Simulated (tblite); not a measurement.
Compound: C6H8N (doublet state).
Numbering: `[H]/[N:3]=[C:2](/[CH2:1])[CH2:4][C:5]#[C:6][CH3:7]` (hydrogens: H8, H9 on C1; H10 on N3; H11, H12 on C4; H13, H14, H15 on C7)

Structure optimised with GFN2-xTB, isolated species. This method treats the open shell by occupation alone, without spin polarisation.

(1) Give the optimised bond lengths and angles.

## Answers

(1) 
| bond | length (Å) | order |
| --- | --- | --- |
| C1–C2 | 1.391 | single |
| C2=N3 | 1.297 | double |
| C2–C4 | 1.524 | single |
| C4–C5 | 1.450 | single |
| C5≡C6 | 1.199 | triple |
| C6–C7 | 1.447 | single |
| C1–H8 | 1.074 | single |
| C1–H9 | 1.074 | single |
| N3–H10 | 1.017 | single |
| C4–H11, C4–H12 | 1.095 | single |
| C7–H13, C7–H14, C7–H15 | 1.090 | single |

Bonds in one row agree within 0.01 Å and their mean is given. Orders are formal, as drawn. A selection of angles:
| angle | degrees |
| --- | --- |
| C2–C1–H8 | 119.5 |
| C2–C1–H9 | 121.2 |
| H8–C1–H9 | 119.3 |
| C1–C2–N3 | 118.6 |
| C1–C2–C4 | 117.4 |
| N3–C2–C4 | 124.0 |
| C2–N3–H10 | 114.6 |
| C2–C4–C5 | 110.0 |
| C2–C4–H11 | 110.3 |
| C5–C4–H11 | 109.6 |
| H11–C4–H12 | 108.4 |
| C4–C5–C6 | 177.9 |
| C5–C6–C7 | 179.2 |
| C6–C7–H13 | 110.1 |
| H13–C7–H14 | 108.9 |

Dihedral angles: C1–C2–C4–C5 -58° (synclinal); H10–N3–C2–C1 -179° (antiperiplanar). The mirror-image conformer, all signs reversed, is as good.

C2 (carbon bonded to 2 C and N) is planar (angles 124.0°, 118.6° and 117.4°, sum 360.0°, 0.00 Å off the plane of its three neighbours). The 5 C–C bonds span 1.199 Å (C5≡C6, drawn triple) to 1.524 Å (C2–C4, drawn single), a spread of 0.325 Å. Of the pairs four or more bonds apart, H10···H11 is among the closest relative to their van der Waals radii: 2.29 Å, 95 % of the sum of Bondi's values. N3 (nitrogen bonded to C and H) is bent (angle 114.6°). C1 (carbon bonded to C and 2 H) is planar (angles 121.2°, 119.5° and 119.3°, sum 360.0°, 0.00 Å off the plane of its three neighbours).

Point group: C1 (no symmetry element, even within 0.4 Å). Its GFN2-xTB frequencies are all real (lowest 26 cm⁻¹). Torsions: H–C1–C2–N3 1° and -179°, C1–C2–C4–C5 -58°. 3 starts were optimised and ended at 0.00, 0.05 and 0.38 kcal/mol (GFN2-xTB); the lowest of these is shown.

Time: 0.31 s. Hardware: Arm Neoverse V1, one thread, shared host. That covers the optimisation of the geometry.

All values are computed, not measured.
